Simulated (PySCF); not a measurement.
Magnetic susceptibility: `[SiH3]N[C@H]1C[C@H](C#C)C1`, C6H11NSi

Molfile (atoms numbered from 1):
```
C6H11NSi
     RDKit          3D

 19 19  0  0  0  0  0  0  0  0999 V2000
   -3.7474    0.4614    0.4300 C   0  0  0  0  0  0  0  0  0  0  0  0
   -2.5717    0.5661    0.2287 C   0  0  0  0  0  0  0  0  0  0  0  0
   -1.1514    0.6554   -0.0039 C   0  0  1  0  0  0  0  0  0  0  0  0
   -0.2726    0.0023    1.0857 C   0  0  0  0  0  0  0  0  0  0  0  0
    0.2863   -0.9908    0.0534 C   0  0  2  0  0  0  0  0  0  0  0  0
    1.7064   -0.9496   -0.1546 N   0  0  0  0  0  0  0  0  0  0  0  0
    2.7017    0.4548   -0.1538 Si  0  0  0  0  0  4  0  0  0  0  0  0
   -0.5951   -0.3426   -1.0432 C   0  0  0  0  0  0  0  0  0  0  0  0
   -4.7794    0.3848    0.6020 H   0  0  0  0  0  0  0  0  0  0  0  0
   -0.8858    1.6941   -0.2137 H   0  0  0  0  0  0  0  0  0  0  0  0
   -0.8388   -0.4644    1.8895 H   0  0  0  0  0  0  0  0  0  0  0  0
    0.4757    0.6628    1.5121 H   0  0  0  0  0  0  0  0  0  0  0  0
   -0.0039   -2.0256    0.2662 H   0  0  0  0  0  0  0  0  0  0  0  0
    2.0080   -1.7123   -0.7413 H   0  0  0  0  0  0  0  0  0  0  0  0
    3.9453    0.0113   -0.7786 H   0  0  0  0  0  0  0  0  0  0  0  0
    2.9296    0.8869    1.2301 H   0  0  0  0  0  0  0  0  0  0  0  0
    2.1446    1.5941   -0.9001 H   0  0  0  0  0  0  0  0  0  0  0  0
   -0.0171    0.1227   -1.8390 H   0  0  0  0  0  0  0  0  0  0  0  0
   -1.3443   -1.0022   -1.4771 H   0  0  0  0  0  0  0  0  0  0  0  0
  1  2  3  0
  2  3  1  0
  3  4  1  0
  4  5  1  0
  5  6  1  0
  6  7  1  0
  5  8  1  0
  8  3  1  0
  1  9  1  0
  3 10  1  6
  4 11  1  0
  4 12  1  0
  5 13  1  1
  6 14  1  0
  7 15  1  0
  7 16  1  0
  7 17  1  0
  8 18  1  0
  8 19  1  0
M  END
```

Theory: PySCF 2.14.0, GIAO HF/pcSseg-1 magnetisability, rotational g tensor and spin-rotation constants, non-relativistic, gas phase. Geometry: GFN2-xTB.

Task: What are the magnetisability and the molar susceptibility?

Result: Isotropic -1406 × 10⁻³⁰ J/T², or -84.7 × 10⁻⁶ cm³/mol; principal values -1496, -1399, -1323 × 10⁻³⁰ J/T², anisotropy 149 × 10⁻³⁰ J/T² (root of half the summed squared differences of the principal values). The susceptibility is in cgs units.

Task: Split it along the inertial axes a, b, c into diamagnetic and paramagnetic parts about the centre of mass, with the quadrupole moment.

Result: 
```
axis  χ (10⁻⁶ cm³/mol)  diamagnetic (10⁻⁶ cm³/mol)  paramagnetic (10⁻⁶ cm³/mol)  summed x² of all electrons (Å²)  quadrupole Θ (D Å)
   a             -88.3                      -377.9                        289.6                            331.4               +0.52
   b             -82.5                     -1574.7                       1492.2                             49.3               +2.45
   c             -83.2                     -1615.3                       1532.1                             39.8               -2.98
```
Anisotropies 2χaa − χbb − χcc = -10.8 and 2χbb − χaa − χcc = +6.4 × 10⁻⁶ cm³/mol. Θ is traceless in Buckingham's convention.

Task: And the rotational g tensor?

Result: 
| axis | rotational constant (GHz) | g | nuclear part | electronic part |
| --- | --- | --- | --- | --- |
| a | 5.1083 | -0.0379 | 0.6571 | -0.6950 |
| b | 0.8145 | -0.0087 | 0.5623 | -0.5710 |
| c | 0.7916 | -0.0070 | 0.5628 | -0.5698 |

Asymmetric top; isotopes 12C, 1H, 14N, 28Si; no vibrational averaging.
